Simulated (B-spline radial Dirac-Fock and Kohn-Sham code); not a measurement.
These are calculated numbers from a radial B-spline solver; the model is relaxed Dirac-Fock hole states (ΔSCF) with Breit and QED corrections and a finite nucleus. Free neutral atoms.

Q: Order these X-ray lines by photon energy, lowest first.
A. Te Mζ2
B. Tc Mζ1
C. Sc Lβ6
D. Ca Lβ6
E. Sc Lη
F. Cd Mζ2

A: B (213.2 eV), F (334.1 eV), E (348.1 eV), D (351.9 eV), C (405.0 eV), A (453.4 eV).
